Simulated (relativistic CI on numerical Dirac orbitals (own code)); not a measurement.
How well does a small relativistic CI reproduce N⁴⁺?

Calculated at this level of theory: Dirac-Coulomb-Breit CI, KLI orbitals optimised for each configuration, QED by a radiative potential, valence Slater integrals scaled by 0.85, configuration energies shifted to the measured levels that pair with them (semi-empirical) (own radial code, finite nucleus).

CI space (outside the closed core 1s2): 2s, 3s, 3p, 3d, 4s, 4p, 4d, 4f, 5s, 5p, 5d, 6s, 6p, 6d, 7s, 9d, 2p. Levels of other configurations are missing.

| Configuration | Term (tabulated) | J | Measured (cm⁻¹) | Computed | Error | Purity (%) |
| --- | --- | --- | --- | --- | --- | --- |
| 2s | 2S | 1/2 | 0.0 | 0 | 0 | 100 |
| 3s | 2S | 1/2 | 456126.6 | 456127 | 0 | 100 |
| 3p | 2P° | 1/2 | 477765.7 | 477768 | 2 | 100 |
| 3p | 2P° | 3/2 | 477842.0 | 477840 | -2 | 100 |
| 3d | 2D | 3/2 | 484404.3 | 484404 | 0 | 100 |
| 3d | 2D | 5/2 | 484426.3 | 484426 | 0 | 100 |
| 4s | 2S | 1/2 | 606348.8 | 606349 | 0 | 100 |
| 4p | 2P° | 1/2 | 615141.0 | 615143 | 2 | 100 |
| 4p | 2P° | 3/2 | 615173.8 | 615172 | -2 | 100 |
| 4d | 2D | 3/2 | 617916.3 | 617916 | 0 | 100 |
| 4d | 2D | 5/2 | 617925.5 | 617926 | 0 | 100 |
| 4f | 2F° | 5/2 | 618059.3 | 618059 | 0 | 100 |
| 4f | 2F° | 7/2 | 618064.1 | 618064 | 0 | 100 |
| 5s | 2S | 1/2 | 673886.2 | 673886 | 0 | 100 |
| 5p | 2P° | 1/2 | 678300.4 | 678301 | 1 | 100 |
| 5p | 2P° | 3/2 | 678316.5 | 678316 | -1 | 100 |
| 5d | 2D | 5/2 | 679717.6 | 679718 | 0 | 100 |
| 6s | 2S | 1/2 | 709939.2 | 709939 | 0 | 100 |
| 6p | 2P° | 1/2 | 712463.2 | 712464 | 0 | 100 |
| 6p | 2P° | 3/2 | 712472.6 | 712472 | 0 | 100 |
| 6d | 2D | 3/2 | 713279.3 | 713279 | 0 | 100 |
| 6d | 2D | 5/2 | 713281.5 | 713282 | 0 | 100 |
| 7s | 2S | 1/2 | 731425.4 | 731425 | 0 | 100 |
| 9d | 2D | 3/2 | 755608.0 | 755620 | 12 | 100 |
| 9d | 2D | 5/2 | 755633.0 | 755621 | -12 | 100 |

Measured levels from Moore, Selected Tables of Atomic Spectra, NSRDS-NBS 3, section 4; pairs were made by configuration, J and term (by order where the table uses no LS term), so strongly mixed levels may be paired wrongly.

Mean error by configuration (cm⁻¹): 3s 0; 3p 0; 3d 0; 4s 0; 4p 0; 4d 0; 4f 0; 5s 0; 5p 0; 5d 0; 6s 0; 6p 0; 6d 0; 7s 0; 9d 0. Over the excited levels the mean absolute error is 1 cm⁻¹ (24 of the 24 excited levels that our extract of the source holds in range could be paired), and the median relative error of those above 1,000 cm⁻¹ is 3.7e-05 %, both after the shifts were fitted to these levels, so that a configuration with one level shows no error.

Configurations whose levels could be paired with our table of measured levels were shifted onto them, all but the ground configuration, by the median error of their levels; single terms can still be off by 1,000 to 2,000 cm⁻¹ or more, and rates follow the energies as ν³ (E1, M1) or ν⁵ (E2). The others borrow a shift and can be off by several thousand cm⁻¹ or more. 24 of the 24 excited levels that our extract of the measured tables holds in this range could be paired (the sources list more); they are missed by 1 cm⁻¹ on average and 12 at most, after the shifts were fitted to these levels, and levels without a partner can miss by more.

Shifts applied (cm⁻¹): 2s 0; 3s 202; 3p 106; 3d 1877; 4s 285; 4p 227; 4d 638; 4f -2106; 5s 78; 5p 26; 5d 124; 6s -195; 6p -237; 6d -208; 7s -470; 9d -980.
